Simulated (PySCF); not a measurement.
# Dipole moment and polarisability of BMe2Et

Species: BMe2Et, C4H11B.
Structure used (PBE0-D3(BJ)/def2-SVP), in Å, numbered top down from 1:
```
atom  x, y, z in Å
B1     0.1831    0.3944    0.3669
C2     1.7486    0.3079    0.2309
H3     2.0084    0.6024   -0.8039
H4     2.1835   -0.6863    0.4133
H5     2.2565    1.0476    0.8725
C6    -0.5275    1.7967    0.3999
H7    -1.4769    1.8071   -0.1599
H8     0.0945    2.6497    0.0901
H9    -0.8126    1.9670    1.4571
C10   -0.6840   -0.9257    0.4172
C11   -0.7572   -1.5284   -0.9937
H12   -1.7059   -0.7434    0.7898
H13   -0.2147   -1.6632    1.0909
H14   -1.3531   -2.4544   -1.0123
H15   -1.2211   -0.8308   -1.7104
H16    0.2441   -1.7745   -1.3821
```

Level: B3LYP/def2-SVPD (PySCF), static field, nuclei fixed, core orbitals frozen in the response. The polarisability tensor in these axes (au):

```
x   67.94  1.23  0.31
y    1.23 70.10  3.78
z    0.31  3.78 59.50
```

**Question.** Diagonalise the tensor; give its mean and Δα, where Δα² is half the sum of the squared differences of the eigenvalues.

**Answer.** Principal values 58.28, 67.51 and 71.73 au; mean 65.84 au = 9.76 Å³ = 10.86 × 10⁻⁴⁰ C²·m²/J; Δα = 11.91 au (18 % of the mean).

**Question.** What is the dipole moment?

**Answer.** 0.02 D at this geometry.

**Question.** Form Σ f/ω² (atomic units) for the 10 lowest TDDFT singlets, given as eV and f, and set it beside the mean polarisability, which is this sum over all singlets: 5.99, 0.0040; 6.33, 0.0006; 7.18, 0.0199; 7.54, 0.0435; 7.74, 0.0023; 8.20, 0.0283; 8.33, 0.0307; 8.36, 0.0114; 8.48, 0.0083; 8.60, 0.0122.

**Answer.** They add up to 1.94 au, 3.0 % of the 65.84 au; the largest single term is 0.57 au, from the state at 7.54 eV. Terms in order: 0.08, 0.01, 0.29, 0.57, 0.03, 0.31, 0.33, 0.12, 0.09, 0.12 au. Higher excitations give the rest. The strengths listed sum to 0.161.

**Question.** Traceless (Buckingham) quadrupole moment about the centre of nuclear charge: eigenvalues?

**Answer.** -0.96, -0.51, 1.47 D·Å. The electronic extent ⟨r²⟩ about the same centre is 575 bohr², a root-mean-square distance of 2.01 Å for the 40 electrons.

**Question.** Molar refractivity from α?

**Answer.** Lorentz–Lorenz: R = (4π/3)N_A α = 2.5225 cm³/(mol·Å³) × 9.76 Å³ = 24.6 cm³/mol, in the limit of long wavelengths.

One conformer (not necessarily the lowest) at the PBE0-D3(BJ)/def2-SVP geometry, without solvent, vibrations or thermal averaging.

These values come from a run that also computed excited states. On one thread, Arm Neoverse V1 (aarch64), shared host with 32 logical CPUs at a one-minute load of 16, this took 29 s wall (with the writing of density and orbital grids) and 0.87 GiB of memory at its peak.
